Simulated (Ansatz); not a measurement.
Molecule: C$_{2}$H$_{9}$ClSi$_{2}$, net charge 0, singlet state. SMILES: C[SiH](C)[SiH2]Cl
Coordinates optimised at B3LYP-D3(BJ)/def2-TZVP (Ansatz, a program for electronic structure):
```xyz
14

C     -1.6376     1.6539    -0.3761
Si    -0.9293     0.0330    -1.0087
C     -1.8436    -1.4411    -0.2874
Si     1.3277    -0.0996    -0.3901
Cl     1.3901    -0.0439     1.6987
H     -2.7001     1.7317    -0.6167
H     -1.1270     2.5106    -0.8191
H     -1.5291     1.7199     0.7081
H     -0.9997    -0.0050    -2.4953
H     -2.9080    -1.3911    -0.5272
H     -1.4527    -2.3817    -0.6789
H     -1.7407    -1.4590     0.7992
H      1.9881    -1.3595    -0.8065
H      2.1476     1.0360    -0.8751
```
Charge 0, spin multiplicity 1.

Property: atomisation energy (electronic, to ground-state atoms); the coupled-cluster value holds the core correlation from cc-pwCVTZ, in eV. Correlated levels leave the core frozen unless marked. Open shells are spin-unrestricted. No spin-orbit coupling. Non-relativistic. CBS marks a two-point X^-3 extrapolation of the correlation energy; Hartree-Fock from the larger set.

Level to compare with: CCSD(T)/CBS(cc-pV(T+d)Z,cc-pV(Q+d)Z) plus the core term (Ansatz), 50.43 eV. It is a level with limits of its own, and the differences hold the functionals' basis error too.

Problem. Rank these functionals by how close they come to CCSD(T)/CBS(cc-pV(T+d)Z,cc-pV(Q+d)Z), closest first: PBE0/def2-TZVPD (Ansatz); B97M-V/def2-TZVPD (Ansatz); PBE/def2-TZVPD (Ansatz); CAM-B3LYP/def2-TZVPD (Ansatz).

Solution. B97M-V/def2-TZVPD (meta-GGA with VV10, 50.44 eV, difference 0.01), PBE/def2-TZVPD (GGA, 50.02 eV, difference -0.41), CAM-B3LYP/def2-TZVPD (range-separated hybrid, 49.94 eV, difference -0.49), PBE0/def2-TZVPD (global hybrid, 49.84 eV, difference -0.59)
